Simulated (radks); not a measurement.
The numbers below are computed, except where a source is named.
Species: Bi III. Configuration: [Xe] 4f13.5 5d9 6s1.5 6p3 (fractional occupations, a model configuration).

Level of theory: scalar-relativistic Kohn-Sham, PBE, spin-unpolarised, spherical densities, finite nucleus; Fermi nuclear charge, rms radius 5.5211 fm (a radial shooting solver on a logarithmic mesh with Libxc functionals).

Energy parts (hartree):
part                       energy
total                 -21519.2381
kinetic                24390.6704
electron-nucleus      -53676.9167
Hartree                 8159.9110
exchange-correlation    -392.9028

Orbitals (lengths in bohr, moments of r in powers of bohr; r(90%) holds 90 % of the orbital's charge):
1s: occ. 2; eigenvalue (hartree) -3331.456; <r^2> 0.0003464; r(90%) 0.0290
2s: occ. 2; eigenvalue (hartree) -599.7565; <r^2> 0.005246; r(90%) 0.103
2p: occ. 6; eigenvalue (hartree) -513.4606; <r^2> 0.004486; r(90%) 0.0988
3s: occ. 2; eigenvalue (hartree) -145.8519; <r^2> 0.03370; r(90%) 0.252
3p: occ. 6; eigenvalue (hartree) -121.1823; <r^2> 0.03501; r(90%) 0.260
3d: occ. 10; eigenvalue (hartree) -96.34623; <r^2> 0.02902; r(90%) 0.244
4s: occ. 2; eigenvalue (hartree) -34.48974; <r^2> 0.1600; r(90%) 0.539
4p: occ. 6; eigenvalue (hartree) -26.38809; <r^2> 0.1834; r(90%) 0.581
4d: occ. 10; eigenvalue (hartree) -17.11553; <r^2> 0.2045; r(90%) 0.626
4f: occ. 13.5; eigenvalue (hartree) -6.91435; <r^2> 0.2276; r(90%) 0.690
5s: occ. 2; eigenvalue (hartree) -6.90364; <r^2> 0.7587; r(90%) 1.17
5p: occ. 6; eigenvalue (hartree) -4.58897; <r^2> 0.9804; r(90%) 1.34
5d: occ. 9; eigenvalue (hartree) -1.97299; <r^2> 1.584; r(90%) 1.75
6s: occ. 1.5; eigenvalue (hartree) -1.28824; <r^2> 4.342; r(90%) 2.82
6p: occ. 3; eigenvalue (hartree) -0.81437; <r^2> 6.724; r(90%) 3.54

The highest occupied level is 6p at -22.160 eV. The density falls to 0.001 e/bohr^3 at r = 4.13 bohr.
